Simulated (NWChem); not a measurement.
# Dipole moment of ammonia borane (H$_{6}$BN)

```xyz
8

B      0.9250    -0.0703     0.0000
N     -0.7241     0.0551     0.0000
H      1.3318     1.0825     0.0000
H      1.1975    -0.6830    -1.0223
H      1.1975    -0.6830     1.0223
H     -1.0582     0.5584     0.8253
H     -1.1666    -0.8671     0.0000
H     -1.0582     0.5584    -0.8253
```
Charge 0, spin multiplicity 1.

Program: NWChem. Structure: optimised with B3LYP/def2-SVP, a minimum by its harmonic frequencies.

Basis set: 6-31G*. The CCSD dipole comes from the Λ equations, without orbital relaxation.

| method | dipole moment (D) | difference from CCSD |
|---|---|---|
| HF | 5.74 | +0.02 |
| B3LYP | 5.68 | -0.04 |
| PBE | 5.67 | -0.05 |
| BHandHLYP | 5.70 | -0.02 |
| CCSD | 5.72 | 0.00 |

The values span 0.08 D, from PBE (lowest) to HF (highest). 

The correlated methods keep 2 core orbitals frozen. B3LYP has NWChem's definition, with VWN1-RPA local correlation. The Pople sets run with spherical d functions. Coupled-cluster values serve here as a point of comparison, not as the truth.
